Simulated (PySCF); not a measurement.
**Bonding in `CCCN1[SiH2]N[SiH2]N[SiH2]1`**

Species: C3H15N3Si3.
Atom-mapped SMILES: `[CH3:1][CH2:2][CH2:3][N:4]1[SiH2:5][NH:6][SiH2:7][NH:8][SiH2:9]1` (hydrogens: H10, H11, H12 on C1; H13, H14 on C2; H15, H16 on C3; H17, H18 on Si5; H19 on N6; H20, H21 on Si7; H22 on N8; H23, H24 on Si9)

Structure used (GFN2-xTB), in Å, numbered top down from 1:
```xyz
24
C3H15N3Si3 angstrom
C     -3.6842    0.1565    0.2189
C     -2.1956    0.2876    0.5140
C     -1.3382   -0.0501   -0.7045
N      0.0773   -0.0154   -0.4146
Si     0.8541    1.5266   -0.4008
N      2.5542    1.2636   -0.5253
Si     3.4942    0.0183    0.2053
N      2.3678   -1.1880    0.7043
Si     0.7875   -1.5053    0.0943
H     -3.9263   -0.8629   -0.0736
H     -4.2720    0.4107    1.0978
H     -3.9715    0.8220   -0.5922
H     -1.9170   -0.3840    1.3278
H     -1.9666    1.3071    0.8281
H     -1.5594    0.6626   -1.5051
H     -1.6020   -1.0497   -1.0619
H      0.4390    2.2596   -1.6051
H      0.5259    2.2982    0.8134
H      3.0760    2.0334   -0.9040
H      4.4493   -0.4657   -0.8032
H      4.1923    0.4702    1.4186
H      2.7617   -1.9411    1.2400
H      0.0431   -2.1223    1.2043
H      0.7987   -2.4117   -1.0689
```

Bond orders from the PBE0/pcSseg-1 density (PySCF). One conformer (not necessarily the lowest) at the GFN2-xTB geometry, without solvent, vibrations or thermal averaging.

(1) How far do the computed orders between heavy atoms stray from the drawn ones?

(2) Set the Mayer orders of the bonds between heavy atoms beside their lengths.

## Answers

(1) The largest departure is 0.082, at Si9–N4 (drawn single, 0.918) and N4–Si5 (drawn single, 0.921).

(2) 
```csv
bond,drawn as,length (Å),Mayer order
C1–C2,single,1.523,1.061
C2–C3,single,1.528,1.014
C3–N4,single,1.445,0.931
N4–Si5,single,1.727,0.921
Si5–N6,single,1.725,0.959
N6–Si7,single,1.723,0.955
Si7–N8,single,1.724,0.946
N8–Si9,single,1.723,0.962
Si9–N4,single,1.727,0.918
```

By pair of heavy elements: C–C: lowest C2–C3 (1.014, 1.528 Å), highest C1–C2 (1.061, 1.523 Å). N–Si: lowest Si9–N4 and N4–Si5 (0.918, 1.727 Å), highest N8–Si9 and Si5–N6 (0.962, 1.723 Å). Bonds named together lie within 0.004.

Task: And the bonds to hydrogen?

Result: C–H: 0.94 to 0.97 (7 bonds); H–Si: 0.89 to 0.91 (6 bonds); H–N: 0.93 (2 bonds).

Task: Sum the orders of all bonds at each heavy atom with more than one neighbour and set the sums beside the valence in the SMILES.

Result: C1 3.960 (drawn 4), C2 3.965 (drawn 4), C3 3.843 (drawn 4), N4 2.770 (drawn 3), Si5 3.682 (drawn 4), N6 2.841 (drawn 3), Si7 3.699 (drawn 4), N8 2.834 (drawn 3), Si9 3.676 (drawn 4). Orders between atoms that aren't bonded are not in these sums.

For a closed shell the Mayer order of atoms A and B is Σ (PS)μν (PS)νμ over the basis functions μ on A and ν on B, with P the density and S the overlap matrix.
